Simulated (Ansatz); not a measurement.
Ansatz (an electronic-structure program) input:

Ansatz 0.2 input:
```yaml
crystal:
  periodic: [false, false, false]
  atoms:
    - {symbol: Si, position_ang: [-0.07412594, 0.02436571, 0.56922737]}
    - {symbol: F, position_ang: [-0.61734339, 0.46035714, 2.02040421]}
    - {symbol: O, position_ang: [-0.68423286, 1.05661981, -0.51631351]}
    - {symbol: C, position_ang: [-0.62273093, 2.46287175, -0.51533358]}
    - {symbol: O, position_ang: [1.51325772, 0.04388712, 0.81476175]}
    - {symbol: C, position_ang: [2.54614606, -0.61285772, 0.12667275]}
    - {symbol: O, position_ang: [-0.53670922, -1.45699679, 0.15439189]}
    - {symbol: C, position_ang: [-1.82156672, -1.92417270, -0.17900497]}
    - {symbol: H, position_ang: [0.41287607, 2.80257586, -0.57299751]}
    - {symbol: H, position_ang: [-1.07454322, 2.86365997, 0.39307108]}
    - {symbol: H, position_ang: [-1.17412628, 2.81387109, -1.38775371]}
    - {symbol: H, position_ang: [2.72017331, -0.14106829, -0.84311884]}
    - {symbol: H, position_ang: [2.29788390, -1.66297328, -0.02843433]}
    - {symbol: H, position_ang: [3.44565701, -0.53320679, 0.73756780]}
    - {symbol: H, position_ang: [-1.71048996, -2.94474339, -0.54543121]}
    - {symbol: H, position_ang: [-2.46495341, -1.91831684, 0.70215985]}
    - {symbol: H, position_ang: [-2.26949420, -1.29967071, -0.95213237]}
basis:
  gaussian:
    orbitals: def2-TZVP
hamiltonian:
  xc: b3lyp
  dispersion: d3bj
relax: {f_tol: 0.002, max_steps: 150}
```

**Question.** Predict the final energy.

**Answer.** -735.18646 Eh (B3LYP-D3(BJ)/def2-TZVP). The basis has 308 functions.
